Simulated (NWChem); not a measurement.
System: CH4BFS; SMILES CSBF

Here is an NWChem input.

```
start job
memory heap 200 mb stack 900 mb global 1100 mb
geometry units angstroms noautoz
  B      0.493432    -0.935751    -0.114369
  F     -0.002525    -2.159102    -0.016339
  H      1.615034    -0.779448    -0.538234
  S     -0.530749     0.438978     0.390127
  C      0.555564     1.860957     0.078241
  H      0.719432     2.402318     1.019448
  H      0.071060     2.532895    -0.642554
  H      1.521356     1.528866    -0.324640
end
basis spherical
  * library def2-svp
end
dft
  xc m06-2x
  iterations 150
  mulliken
end
task dft gradient
```

NWChem printed, in part:

```
             Northwest Computational Chemistry Package (NWChem) 7.3.0
             --------------------------------------------------------

 CS  symmetry detected

                             Geometry "geometry" -> ""
                             -------------------------

 Output coordinates in angstroms (scale by  1.889725989 to convert to a.u.)

  No.       Tag          Charge          X              Y              Z
 ---- ---------------- ---------- -------------- -------------- --------------
    1 B                    5.0000     0.51356067    -0.93746670     0.00000000
    2 F                    9.0000     0.00347193    -2.15893319     0.00000000
    3 H                    1.0000     1.71404442    -0.79282251     0.00000000
    4 S                   16.0000    -0.60989893     0.45220278     0.00000000
    5 C                    6.0000     0.52988917     1.86650691     0.00000000
    6 H                    1.0000     0.34666251     2.47666927     0.89438225
    7 H                    1.0000     0.34666251     2.47666927    -0.89438225
    8 H                    1.0000     1.57262773     1.52293017     0.00000000

 Effective nuclear repulsion energy (a.u.)     145.6965628983

      Symmetry information
      --------------------

 Group name             Cs
 Group number              2
 Group order               2
 No. of unique centers     7

                                 NWChem DFT Module
                                 -----------------

 Summary of "ao basis" -> "ao basis" (spherical)
 ------------------------------------------------------------------------------
       Tag                 Description            Shells   Functions and Types
 ---------------- ------------------------------  ------  ---------------------
 B                          def2-svp                 6       14   3s2p1d
 F                          def2-svp                 6       14   3s2p1d
 H                          def2-svp                 3        5   2s1p
 S                          def2-svp                 8       18   4s3p1d
 C                          def2-svp                 6       14   3s2p1d

      Symmetry analysis of basis
      --------------------------

        a'         56
        a"         24

            General Information
            -------------------
          SCF calculation type: DFT
          Wavefunction type:  closed shell.
          No. of atoms     :     8
          No. of electrons :    40
           Alpha electrons :    20
            Beta electrons :    20
          Charge           :     0
          Spin multiplicity:     1
          Use of symmetry is: on ; symmetry adaption is: on
          Maximum number of iterations: 150
          AO basis - number of functions:    80
                     number of shells:    38
          Convergence on energy requested:  1.00D-06
          Convergence on density requested:  1.00D-05
          Convergence on gradient requested:  5.00D-04

              XC Information
              --------------
                       M06-2X Method XC Functional
                     Hartree-Fock (Exact) Exchange  0.540
                        M06-2X Exchange Functional  1.000
                      M06-2X Correlation Potential  1.000

             Grid Information
             ----------------
          Grid used for XC integration:  medium
          Radial quadrature: Mura-Knowles
          Angular quadrature: Lebedev.
          Tag              B.-S. Rad. Rad. Pts. Rad. Cut. Ang. Pts.
          ---              ---------- --------- --------- ---------
          B                   0.85       49          10.0       434
          F                   0.50       49          12.0       434
          H                   0.35       45          11.0       434
          S                   1.00       88           8.0       590
          C                   0.70       49          10.0       434
          Grid pruning is: on
          Number of quadrature shells:   370
          Spatial weights used:  Erf1

      Superposition of Atomic Density Guess
      -------------------------------------

 Sum of atomic energies:        -560.76575104

      Non-variational initial energy
      ------------------------------

 Total energy =    -562.322042
 1-e energy   =   -1062.509819
 2-e energy   =     354.491214
 HOMO         =      -0.308248
 LUMO         =       0.044060

      Symmetry analysis of molecular orbitals - initial
      -------------------------------------------------

  Numbering of irreducible representations:

     1 a'          2 a"

  Orbital symmetries:

     1 a'          2 a'          3 a'          4 a'          5 a'
     6 a'          7 a'          8 a"          9 a'         10 a'
    11 a'         12 a'         13 a'         14 a"         15 a'
    16 a"         17 a'         18 a'         19 a'         20 a"
    21 a"         22 a'         23 a'         24 a'         25 a'
    26 a"         27 a'         28 a'         29 a'         30 a'

     ---------------------------------------------
      Total Density - Mulliken Population Analysis
     ---------------------------------------------

[...]

                         DFT ENERGY GRADIENTS

    atom               coordinates                        gradient
                 x          y          z           x          y          z
   1 B       0.970489  -1.771555   0.000000   -0.003566   0.001022   0.000000
   2 F       0.006561  -4.079792   0.000000    0.000144  -0.000625   0.000000
   3 H       3.239074  -1.498217   0.000000    0.002725  -0.000028   0.000000
   4 S      -1.152542   0.854539   0.000000    0.001739   0.000594   0.000000
   5 C       1.001345   3.527187   0.000000   -0.002021  -0.002794   0.000000
   6 H       0.655097   4.680226   1.690137   -0.000174   0.000983   0.001187
   7 H       0.655097   4.680226  -1.690137   -0.000174   0.000983  -0.001187
   8 H       2.971835   2.877921   0.000000    0.001327  -0.000135   0.000000
```

Level: M06-2X/def2-SVP. All runs use the structure optimised with PBE0/def2-SVP.
